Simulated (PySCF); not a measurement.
## Worked example: chemical shift, span and skew from a shielding tensor

B(F)(Cl)(OMe) (CH3BClFO), SMILES B(OC)(F)Cl. Atoms are numbered in the order given.

```xyz
8

B      0.4768     0.3032    -0.0281
F      1.5161     1.1112     0.1007
Cl    -0.7960     0.3870     1.2055
O      0.4405    -0.5279    -1.0731
C     -0.5824    -1.4585    -1.3771
H     -1.0013    -1.2129    -2.3643
H     -0.1406    -2.4649    -1.4232
H     -1.3849    -1.4438    -0.6242
```
Charge 0, spin multiplicity 1.

Geometry: r2SCAN-D4/def2-SVP. Other conformers were not sampled.

GIAO shieldings from HF/pcSseg-1 (PySCF), non-relativistic, no solvent. The symmetric part of the tensor of F2 has the principal values 179.9, 350.3, 369.4 ppm. The same nucleus in CFCl3 has σ = 238.5 ppm at this level (PySCF, at its B3LYP-D3(BJ)/def2-TZVP geometry). Without spin–orbit terms, shifts of atoms bonded to Cl or Br come out too high.

Problem. Work out the isotropic shielding, the ¹⁹F shift against CFCl3, the span and the skew.

Solution. 
σ(iso) = (σ11 + σ22 + σ33)/3 = 299.9 ppm. δ = σ(ref) − σ(iso) = 238.5 − (299.9) = -61.4 ppm.
Span Ω = σ33 − σ11 = 189.5 ppm. Skew κ = 3(σ(iso) − σ22)/Ω = -0.80. Tumbling in solution averages the tensor to δ; in a static solid the shielding alone would spread this spin-1/2 line over Ω.
